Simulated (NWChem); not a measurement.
System: C₂H₅NOSi; SMILES C1=NCO[SiH2]1

The following NWChem deck was run.

```
start job
memory heap 200 mb stack 900 mb global 1100 mb
geometry units angstroms noautoz
  C      1.286857    -0.333957     0.000000
  N      0.597574    -1.414892     0.000000
  C     -0.838304    -1.191536     0.000000
  O     -1.203920     0.190868     0.000000
  Si     0.145108     1.180372     0.000000
  H      2.374695    -0.419238     0.000000
  H     -1.260326    -1.674583     0.890150
  H     -1.260326    -1.674583    -0.890150
  H      0.229732     2.045640    -1.206954
  H      0.229732     2.045640     1.206954
end
basis spherical
  * library def2-svp
end
dft
  xc slater vwn_5
  iterations 150
  mulliken
end
task dft energy
```

All runs use the structure optimised with B3LYP/6-31G* (spherical d).

Q: What results follow from this input? (LDA (Slater exchange, VWN5)/def2-SVP.) Quantities: energy (Ha); highest occupied level (eV); orbital gap (eV); dipole (D).

A: 
```json
{
 "energy (Ha)": "-495.58",
 "highest occupied level (eV)": "-6.14",
 "orbital gap (eV)": "4.03",
 "dipole (D)": "0.66"
}
```
